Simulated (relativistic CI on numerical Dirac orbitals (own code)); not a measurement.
**Radial parameters of Bi¹⁰⁺**

Computed by Dirac-Coulomb-Breit CI, separate exchange-only KLI orbitals for each configuration, a model potential for QED, unscaled Slater integrals (own radial code, finite nucleus).

Slater integrals F^k, G^k are unscaled and averaged over j, outside the closed core [Kr] 4d10 4f14; ζ comes from projecting the Hamiltonian with its Breit term on Σ l·s of the shell.

- 5s2 5p6 5d5: F^2(5d,5d) = 98572, F^4(5d,5d) = 67296, ζ(5d) = 12265 cm⁻¹; <r>(5d) = 1.075, <r^2>(5d) = 1.3 (bohr units).
- 5s2 5p6 5d4 6s: F^2(5d,5d) = 99061, F^4(5d,5d) = 67640, ζ(5d) = 12586, G^2(5d,6s) = 26957 cm⁻¹; <r>(5d) = 1.068, <r^2>(5d) = 1.285, <r>(6s) = 1.61, <r^2>(6s) = 2.873 (bohr units).
- 5s2 5p6 5d4 5f: F^2(5d,5d) = 98925, F^4(5d,5d) = 67542, ζ(5d) = 12533, F^2(5d,5f) = 75590, F^4(5d,5f) = 49141, G^1(5d,5f) = 88508, G^3(5d,5f) = 55349, G^5(5d,5f) = 39741, ζ(5f) = 790.39 cm⁻¹; <r>(5d) = 1.07, <r^2>(5d) = 1.289, <r>(5f) = 1.45, <r^2>(5f) = 2.388 (bohr units).

Give the Racah parameters of the d shell in 5s2 5p6 5d5.

B = F²/49 − 5F⁴/441 = 1249 cm⁻¹ and C = 35F⁴/441 = 5341 cm⁻¹.

Averages of the first 10 configurations, taken without configuration mixing, which lowers the lowest level and can move excited configurations by several eV; other configurations of the list can lie among them:

| Configuration | Parity | States | Average energy above the lowest level (eV) |
| --- | --- | --- | --- |
| 5s2 5p6 5d5 | even | 252 | 10.4 |
| 5s2 5p6 5d4 6s | even | 420 | 51.7 |
| 5s2 5p6 5d4 5f | odd | 2940 | 83.7 |
| 5s2 5p5 5d6 | odd | 1260 | 93.0 |
| 5s2 5p6 5d4 6p | odd | 1260 | 72.4 |
| 5s2 5p6 5d3 6s 6p | odd | 1440 | 115.2 |
| 5s2 5p6 5d3 5f 6s | odd | 3360 | 126.8 |
| 5s 5p6 5d6 | even | 420 | 160.8 |
| 5s2 5p6 5d4 7s | even | 420 | 111.0 |
| 5s2 5p6 5d3 6s2 | even | 120 | 95.6 |
